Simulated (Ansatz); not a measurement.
Consider the redistribution: `BN[SiH](C)Cl` + `[CH3][Sn][CH3]` → `BN[SiH](C)C` + `[CH3][Sn][Cl]`.

Isolated molecules relaxed with PBE0-D4/def2-TZVP in Ansatz; ΔE leaves out vibrations. CCSD(T)/CBS is the MP2 limit (def2-TZVPP, def2-QZVPP) plus CCSD(T) − MP2 in def2-TZVPP, frozen cores. DFT in def2-TZVPP. B3LYP here is the variant with VWN-RPA as its local correlation; programs differ in this. def2 core potentials past Kr. For Sn outer-core shells are correlated without core-valence functions, which leaves a few kJ/mol of doubt a bond. One conformer a species, not always the lowest.

(1) Is it downhill or uphill in electronic energy at CCSD(T)/CBS, and by how much? (An estimate is asked.)

(2) What do these levels give: PBE-D4, r2SCAN-D4, B3LYP-D4, ωB97M-V, PBE, r2SCAN, B3LYP, MP2/def2-TZVPP, SCS-MP2/def2-TZVPP, MP2/def2-QZVPP, MP2/CBS(def2), CCSD/CBS(def2)? (Estimate.)

Largest T1 diagnostic among the species: 0.013.

Results:

(1) The calculation gave: Downhill: ΔE = -0.61 eV.

(2) Computed: PBE-D4 -0.67, r2SCAN-D4 -0.67, B3LYP-D4 -0.68, ωB97M-V -0.62, PBE -0.68, r2SCAN -0.67, B3LYP -0.70, MP2/def2-TZVPP -0.55, SCS-MP2/def2-TZVPP -0.57, MP2/def2-QZVPP -0.58, MP2/CBS(def2) -0.59, CCSD/CBS(def2) -0.62 eV.

In def2-TZVPP, CCSD(T) changes the Hartree–Fock value by +0.11 eV (the triples alone add +0.01 eV) and MP2 by +0.12 eV.
